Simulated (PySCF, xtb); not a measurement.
C2H9ClOSi2, SMILES C[SiH2]O[Si@@H](C)Cl.

GFN2-xTB run with xtb at its own geometry gives an orbital gap of 5.82 eV and a dipole moment of 2.37 D.

The structure is a stationary point at ωB97X-D3(BJ)/def2-SVP. The structure was generated by enumeration; whether it is a known compound was not checked. Other conformers were not sampled.

### Question
What does M06-2X/def2-TZVP in PySCF give? (An estimate is asked for; the answer gives what the named calculation found.)

### Answer
gap 10.95 eV (levels -9.69 and 1.26 eV), dipole 1.01 D.
